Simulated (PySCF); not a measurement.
Isomers of H9ClSi4. Isolated molecules, 0 K electronic values unless said otherwise. One relaxed conformer stands for each flexible species; it need not be the lowest. Strings in code marks are SMILES.

The T1 excitation (TDA) from two functionals at the same geometries (B3LYP-D3(BJ)/def2-TZVP), both in PySCF: PBE-D3(BJ)/def2-TZVP and B3LYP-D3(BJ)/def2-TZVP. B3LYP has the VWN-RPA correlation part, as in Gaussian. Excitations are Tamm–Dancoff values on a coarser integration grid. The basis has no diffuse functions, so Rydberg states are missing or too high.

```
species                                                    PBE-D3(BJ)/def2-TZVP (eV)
---------------------------------------------------------  -------------------------
`[SiH3][Si]([SiH3])([SiH3])Cl`                                                  4.48
`[SiH3][SiH2][Si@@H]([SiH3])Cl` (Si–Si–Si–Cl torsion 52°)                       4.49
`[SiH3][SiH]([SiH3])[SiH2]Cl` (Si–Si–Si–Cl torsion 171°)                        4.78
```

Question: What does B3LYP-D3(BJ)/def2-TZVP give for each?

Answer: 
- `[SiH3][Si]([SiH3])([SiH3])Cl`: 4.84
- `[SiH3][SiH2][Si@@H]([SiH3])Cl` (Si–Si–Si–Cl torsion 52°): 4.83
- `[SiH3][SiH]([SiH3])[SiH2]Cl` (Si–Si–Si–Cl torsion 171°): 5.14
Over these rows, drawn at random from the members with no instability flagged (it was tested for open shells, ions and some series alone), PBE minus B3LYP-D3(BJ): mean -0.35 eV, from -0.36 eV to -0.34 eV.
